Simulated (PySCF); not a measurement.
B(Br)(vinyl)(OH) (C2H4BBrO), SMILES OB(C=C)Br.

The structure is a stationary point at B3LYP-D3(BJ)/def2-SVP. This is a generated structure with no PubChem entry under its InChIKey; it may be hypothetical. Other conformers were not sampled.

All values below come from PySCF with PBE/def2-TZVP.

Isolated molecule, no solvent.

Computed frontier levels, gap, dipole moment and polarisability:
- highest occupied level: -7.02 eV
- lowest empty level: -2.46 eV
- orbital gap: 4.56 eV
- dipole moment: 1.07 D
- quadrupole, principal values (traceless, Buckingham form, about the centre of nuclear charge): -4.70, -2.16, 6.86 D·Å
- mean static polarisability: 64.5 bohr³ (9.55 Å³)
- polarisability, principal values: 42.3, 58.8, 92.4 bohr³
